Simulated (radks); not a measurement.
Values are calculated unless marked as measured or tabulated.
Species: the carbon anion C4-. Configuration: [Ne]. Level of theory: non-relativistic Kohn-Sham, LDA (Slater exchange, Perdew-Wang correlation), spin-unpolarised, spherical densities, point nucleus; Watson sphere of charge +3.91 and radius 1.66 bohr (a radial shooting solver on a logarithmic mesh with Libxc functionals).

Unscreened Slater integrals over Kohn-Sham orbitals (hartree).

| integral | value |
|---|---|
| F0(2p,2p) | 0.50974 |
| F2(2p,2p) | 0.23664 |
| F0(2p,2s) | 0.53280 |
| G1(2p,2s) | 0.33680 |
| F0(2p,1s) | 0.72204 |
| G1(2p,1s) | 0.052700 |
| F0(2s,2s) | 0.55975 |
| F0(2s,1s) | 0.78228 |
| G0(2s,1s) | 0.049054 |
| F0(1s,1s) | 3.4473 |
